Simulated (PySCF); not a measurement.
Compound: C9H10FO (charge +1).
Atom-mapped SMILES: `[O+:1]#[C:2][C@@H:3]([F:4])[C:5]#[C:6][CH2:7][CH:8]1[CH2:9][CH2:10][CH2:11]1` (hydrogens: H12 on C3; H13, H14 on C7; H15 on C8; H16, H17 on C9; H18, H19 on C10; H20, H21 on C11)

Method used: PBE0-D3(BJ)/def2-SVP geometry optimisation, gas phase in PySCF 2.14.0.

Q: List the bond lengths, angles and torsions at this level.

A: 
```json
{"bond": "O1≡C2", "length (Å)": "1.118"}
{"bond": "C2–C3", "length (Å)": "1.507"}
{"bond": "C3–F4", "length (Å)": "1.340"}
{"bond": "C3–C5", "length (Å)": "1.441"}
{"bond": "C5≡C6", "length (Å)": "1.220"}
{"bond": "C6–C7", "length (Å)": "1.440"}
{"bond": "C7–C8", "length (Å)": "1.537"}
{"bond": "C8–C9", "length (Å)": "1.541"}
{"bond": "C9–C10", "length (Å)": "1.541"}
{"bond": "C10–C11", "length (Å)": "1.541"}
{"bond": "C8–C11", "length (Å)": "1.540"}
{"bond": "C3–H12", "length (Å)": "1.111"}
{"bond": "C7–H13", "length (Å)": "1.104"}
{"bond": "C7–H14", "length (Å)": "1.104"}
{"bond": "C8–H15", "length (Å)": "1.102"}
{"bond": "C9–H16", "length (Å)": "1.101"}
{"bond": "C9–H17", "length (Å)": "1.099"}
{"bond": "C10–H18", "length (Å)": "1.100"}
{"bond": "C10–H19", "length (Å)": "1.098"}
{"bond": "C11–H20", "length (Å)": "1.101"}
{"bond": "C11–H21", "length (Å)": "1.102"}
```

A selection of angles:
```json
{"angle": "O1–C2–C3", "degrees": "174.8"}
{"angle": "C2–C3–F4", "degrees": "108.2"}
{"angle": "C2–C3–C5", "degrees": "99.5"}
{"angle": "F4–C3–C5", "degrees": "117.1"}
{"angle": "C3–C5–C6", "degrees": "178.0"}
{"angle": "C5–C6–C7", "degrees": "177.9"}
{"angle": "C6–C7–C8", "degrees": "112.0"}
{"angle": "C7–C8–C9", "degrees": "117.4"}
{"angle": "C7–C8–C11", "degrees": "119.2"}
{"angle": "C9–C8–C11", "degrees": "88.8"}
{"angle": "C8–C9–C10", "degrees": "88.0"}
{"angle": "C9–C10–C11", "degrees": "88.7"}
{"angle": "C8–C11–C10", "degrees": "88.0"}
```

Torsions: C6–C7–C8–C9 -171° (antiperiplanar); C7–C8–C9–C10 142° (anticlinal); C8–C9–C10–C11 -19° (synperiplanar); C9–C10–C11–C8 19° (synperiplanar); C7–C8–C11–C10 -140° (anticlinal).

The C–C distances run from 1.220 Å (C5≡C6, drawn triple) to 1.541 Å (C8–C9, drawn single), a spread of 0.321 Å. The 4-membered ring C8–C9–C10–C11 has internal angles of 88.0° to 88.8°; it is puckered, 0.13 Å rms from its mean plane, widest ring torsion 19°. Of the pairs four or more bonds apart, H14···H16 is among the closest relative to their van der Waals radii: 2.52 Å, 105 % of the sum of Bondi's values.

Point group: C1 (no symmetry element, even within 0.4 Å). Whether it is a minimum is left open (no frequencies).

Cost: about 13 min of CPU time on one thread; the machine was shared, so the figure is rough. This is the geometry optimisation.

One conformer stands for the species.
